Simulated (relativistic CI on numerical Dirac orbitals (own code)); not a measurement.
# Slater and spin-orbit integrals, Sm15+

Computed by Dirac-Coulomb-Breit CI, separate exchange-only KLI orbitals for each configuration, model QED (radiative potential, 1s self-energy scaled to tabulated hydrogen-like ionisation energies), unscaled Slater integrals (own radial code, finite nucleus).

Slater integrals F^k, G^k are unscaled and averaged over j, outside the closed core [Ar] 3d10 4s2; ζ comes from projecting the Hamiltonian with its Breit term on Σ l·s of the shell.

- 4p⁶4d¹⁰4f: ζ(4f) = 1774.6 cm⁻¹; <r>(4f) = 0.6715, <r^2>(4f) = 0.5261 (bohr units).
- 4p⁶4d¹⁰5p: ζ(5p) = 42444 cm⁻¹; <r>(5p) = 1.197, <r^2>(5p) = 1.599 (bohr units).
- 4p⁶4d⁹4f²: ζ(4d) = 16822, F^2(4f,4f) = 151590, F^4(4f,4f) = 97602, F^6(4f,4f) = 70982, F^2(4d,4f) = 152770, F^4(4d,4f) = 99588, G^1(4d,4f) = 176280, G^3(4d,4f) = 114520, G^5(4d,4f) = 82114, ζ(4f) = 1761.9 cm⁻¹; <r>(4d) = 0.6295, <r^2>(4d) = 0.4545, <r>(4f) = 0.6712, <r^2>(4f) = 0.5257 (bohr units).

Averages of the first 10 configurations, taken without configuration mixing, which lowers the lowest level and can move excited configurations by several eV; other configurations of the list can lie among them:

| Configuration | Parity | States | Average energy above the lowest level (eV) |
| --- | --- | --- | --- |
| 4p⁶4d¹⁰4f | odd | 14 | 0.6 |
| 4p⁶4d¹⁰5s | even | 2 | 8.2 |
| 4p⁶4d¹⁰5p | odd | 6 | 39.2 |
| 4p⁶4d⁹4f² | even | 910 | 138.7 |
| 4p⁶4d¹⁰5d | even | 10 | 84.0 |
| 4p⁶4d⁹5s² | even | 10 | 159.2 |
| 4p⁶4d¹⁰6s | even | 2 | 129.7 |
| 4p⁶4d¹⁰5f | odd | 14 | 132.1 |
| 4p⁶4d⁹5s5p | odd | 120 | 188.3 |
| 4p⁶4d⁹4f5s | odd | 280 | 146.0 |
